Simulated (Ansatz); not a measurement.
C2H6F2GeS2, singlet, geometry from GFN2-xTB; SC-NEVPT2/STO-3G, CASSCF(4,4) in Ansatz (an electronic-structure program).

The Ansatz input:
Ansatz 0.2 input:
```yaml
crystal:
  periodic: [false, false, false]
  atoms:
    - {symbol: C, position_ang: [-2.66311396, 0.98730825, 0.69591258]}
    - {symbol: S, position_ang: [-1.38329370, 1.47723433, -0.51271365]}
    - {symbol: Ge, position_ang: [-0.01287913, -0.29810589, -0.29347748]}
    - {symbol: F, position_ang: [0.94277002, -0.43016571, -1.79930532]}
    - {symbol: F, position_ang: [-1.04734966, -1.75489501, -0.36401270]}
    - {symbol: S, position_ang: [1.43313534, -0.57140783, 1.41267946]}
    - {symbol: C, position_ang: [2.72397697, 0.60058135, 0.86561618]}
    - {symbol: H, position_ang: [-3.06261000, 0.01093123, 0.43923499]}
    - {symbol: H, position_ang: [-3.43914519, 1.74092951, 0.61212053]}
    - {symbol: H, position_ang: [-2.25292963, 0.98753588, 1.70125862]}
    - {symbol: H, position_ang: [2.34327556, 1.61735841, 0.88413478]}
    - {symbol: H, position_ang: [3.07167550, 0.33380022, -0.12777350]}
    - {symbol: H, position_ang: [3.53043798, 0.49381784, 1.58354060]}
basis:
  gaussian:
    orbitals: STO-3G
magnetization: {spin_polarized: false}
correlation: {method: sc_nevpt2, electrons: all, active_space: {window: {electrons: 4, orbitals: 4}}}
```

Problem. Predict the main parts of the log of this Ansatz run.

Solution. 
```
Functional definition: HF
750 factors; integrals over basis functions are off by at most 3.0e-5 eV
mean field evaluation 1: about -84692.2800 eV, gradient 3.1e1 eV
mean field evaluation 2: about -84692.4548 eV, gradient 3.1e1 eV
mean field evaluation 4: about -84697.3082 eV, gradient 2.1e0 eV
mean field evaluation 8: about -84697.3411 eV, gradient 4.1e-2 eV
mean field -84697.34110469 eV, -3112.5698756776 hartree, gradient 1.0e-6 eV, S^2 0.000000; 0 other end points of the search recorded, 0 dependent functions left out
reference -84697.34110469 eV, -3112.5698756776 hartree; 50, 50 occupied and 12, 12 virtual orbitals, 750 factors
state -84698.55021033 eV, -3112.6143094903 hartree
state -84698.55021033 eV, -3112.6143094903 hartree; corrected -84703.54233730 eV, -3112.7977667726 hartree
state -84698.00633612 eV, -3112.5943224817 hartree
state -84698.00633612 eV, -3112.5943224817 hartree; corrected -84703.41338664 eV, -3112.7930279234 hartree
state -84698.55021033 eV, -3112.6143094903 hartree; corrected -84703.54233730 eV, -3112.7977667726 hartree
Total energy: -84703.54233730 eV, -3112.7977667726 hartree
```
